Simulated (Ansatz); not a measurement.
```yaml
crystal:
  periodic: [false, false, false]
  atoms:
    - {symbol: F, position_ang: [-0.904736, -0.511969, 1.456043]}
    - {symbol: Ti, position_ang: [0.031211, -0.080371, 0.038570]}
    - {symbol: F, position_ang: [1.868423, -0.451458, 0.282014]}
    - {symbol: F, position_ang: [-0.466481, -1.119877, -1.416257]}
    - {symbol: I, position_ang: [-0.369010, 2.355935, -0.475313]}
basis:
  gaussian: {orbitals: x2c-TZVPPall}
magnetization: {spin_polarized: true, initial_magnetization: 4}
hamiltonian: {xc: {name: HSE06}, dispersion: d4, pseudopotentials: {relativity: scalar}}
output: {forces: true}
```

```sh
$ ansatz run in.yaml --threads 4 --pin off --events-out ev --progress --plain --max-ram 10444MiB
```

It prints (some lines left out):

```
Functional definition: HSE06
1588 factors; their error is unknown
79 factors; integrals over basis functions are off by at most 8.7e-7 eV
mean field evaluation 1: about -224984.4673 eV, gradient 6.0e1 eV
mean field evaluation 2: about -224449.1951 eV, gradient 3.1e2 eV
mean field evaluation 4: about -224971.1555 eV, gradient 8.2e1 eV
mean field evaluation 8: about -225000.7463 eV, gradient 6.4e0 eV
mean field evaluation 16: about -225001.4376 eV, gradient 1.1e-4 eV
mean field -225001.43760346 eV, -8268.6503204752 hartree, gradient 9.1e-6 eV, S^2 6.011894; 10 other end points of the search recorded, 0 dependent functions left out
reference -225001.43765591 eV, -8268.6503224024 hartree; 53, 49 occupied and 164, 168 virtual orbitals, 1588 factors
Total energy: -225001.54464189 eV, -8268.6542540650 hartree
Relativity: scalar
Atom 0 at    -0.904736    -0.511969     1.456043 Å, force    -1.643671    -0.250846     2.317506 eV/Å
Atom 1 at     0.031211    -0.080371     0.038570 Å, force     0.975306    -1.263292    -0.214855 eV/Å
Atom 2 at     1.868423    -0.451458     0.282014 Å, force     1.536267    -0.031269     0.040453 eV/Å
Atom 3 at    -0.466481    -1.119877    -1.416257 Å, force    -0.462407    -0.751517    -1.664732 eV/Å
Atom 4 at    -0.369010     2.355935    -0.475313 Å, force    -0.405496     2.296924    -0.478371 eV/Å
Dipole moment:    -0.112946     1.327092    -0.345305 e Å
```

(1) Something in this input is off. What?

Answers

(1) The spin is set far too high for this molecule. Self-consistency was reached. The result belongs to that input, not to the molecule as meant.

HSE06 is defined as in plane-wave codes.
